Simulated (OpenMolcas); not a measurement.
## Mn4+: ligand-field states by method

Mn4+ with its 6 nearest chloride ions at 2.29 Å, on the Zr site of Cs2ZrCl6 (a = 10.407 Å, distance in the model lattice 2.446 Å). The rest of the host is ab initio model potentials to 7.6 Å and point charges beyond; the distance is set by hand and nothing relaxes. Ligand basis ANO-RCC-VDZP.
```
Mn    0.0000    0.0000    0.0000
Cl    2.2900    0.0000    0.0000
Cl    0.0000    2.2900    0.0000
Cl   -2.2900    0.0000    0.0000
Cl    0.0000   -2.2900    0.0000
Cl    0.0000    0.0000    2.2900
Cl    0.0000    0.0000   -2.2900
```

| Item | Value |
| --- | --- |
| Program | OpenMolcas 26.06 |
| Basis | ANO-RCC-VTZP [6s5p3d2f1g] |
| Scalar Hamiltonian | DKH2, point nucleus |
| Active space | 3 electrons in 5 orbitals (3d) |
| State averaging | 2S+1 = 4 even, 10 roots; 2S+1 = 2 even, 40 roots |
| Spin-orbit coupling | RASSI with atomic mean-field integrals over the reference wave functions |

I. CASSCF
II. SS-CASPT2, IPEA 0.25 Eh, imaginary shift 0.1 Eh (closed shells correlated: 3s 3p and the ligand valence shells)

Spin-free states (labels of O, the rotations of Oh) in cm-1, each column counted from its own energy of the first state listed:

| State | Degeneracy | I | II |
| --- | --- | --- | --- |
| 4A2 | 1 | 0 | 0 |
| 4T2 | 3 | 17182 | 29190 |
| 2E | 2 | 20863 | 11420 |
| 2S+1 = 2 | 3 | 21788 | 11830 |
| 4T1 | 3 | 25736 | 34770 |
| 2S+1 = 2 | 3 | 29352 | 20860 |
| 2S+1 = 2 | 1 | 33436 | 34640 |
| 2S+1 = 2 | 3 | 33748 | 32680 |
| 2S+1 = 2 | 3 | 35963 | 37810 |
| 2E | 2 | 38969 | 39060 |
| 2S+1 = 2 | 3 | 39936 | 40040 |
| 4T1 | 3 | 44662 | 63520 |
| 2S+1 = 2 | 3 | 48777 | 46930 |
| 2S+1 = 2 | 1 | 50401 | 47000 |
| 2S+1 = 2 | 3 | 54449 | 67200 |
| 2S+1 = 2 | 3 | 55575 | 62980 |
| 2S+1 = 2 | 3 | 62225 | 70620 |
| 2E | 2 | 63741 | 59620 |
| 2S+1 = 2 | 3 | 77771 | 80720 |
| 2E | 2 | 85564 | 98660 |

From I to II, I's first state of the same spin (4T2) moves from 17182 to 29190 cm-1, by about +12000 cm-1.

From I to II, I's first state of another spin (2E) moves from 20863 to 11420 cm-1, by about -9400 cm-1.

χT at 300 K: I 1.84, II 1.86 cm3 K/mol.

Roots that are degenerate in the reference are averaged as groups; the widest CASPT2 spread within a group is 330 cm-1 (the 3-fold group of multiplicity 2 near 67200 cm-1 above the lowest state of its run, II). Shifts and gaps below about the spread of the groups concerned are not significant. Over all roots computed the reference weight is 0.59 to 0.62 in II; a low but even weight reflects the number of correlated electrons. The least metal-like active orbital is 69 % on the metal (Löwdin) and no ligand orbital is active, so the numbers are rough. Ligand-to-metal charge-transfer states are missing. With no ligand orbital active B as a rule stays too high, so bands that hang on it stand too high and its fall with covalency is understated. Without dynamic correlation the repulsion within the d shell is too large (B by tens of per cent), so at a given field states of lower spin stand too high (holds for I). With metal d orbitals alone and no dynamic correlation the field as a rule comes out too small, by tens of per cent, by up to half for chloride and softer ligands (holds for I). These CASPT2 states fit no ligand-field parameters well, so their order and spin gaps are uncertain (holds for II). With one d shell and no ligand orbital active, 10Dq can be off by a tenth or more (holds for II). The distance lies 2 % under the 2.344 Å that this model takes as the normal distance (a Shannon-type radius plus a fixed donor radius, weighted with the host); by an R⁻⁵ law this alone changes a d-shell field by about +12 %. No measured value stands beside these numbers; the geometry was set by hand and not optimised.

A state without a sure symmetry label is named by its multiplicity alone.
